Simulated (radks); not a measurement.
Task: The bismuth ion Bi12+ is in [Xe] 4f14 5d3. Method: scalar-relativistic Kohn-Sham, LDA (Slater exchange, Perdew-Wang correlation), spin-polarised, spherical densities, finite nucleus; Fermi nuclear charge, rms radius of each element as measured or else 0.836 A^(1/3) + 0.57 fm; computed with a radial shooting solver on a logarithmic mesh with Libxc functionals. Open shells are filled with parallel spins first. One electron is removed from 4f, 5d, 5p, 5s in turn, with full relaxation. Which removal costs least, and what does each cost?

Result: 5d 229.65 eV; 5p 306.19 eV; 5s 373.82 eV; 4f 386.70 eV. The 5d electron leaves first.
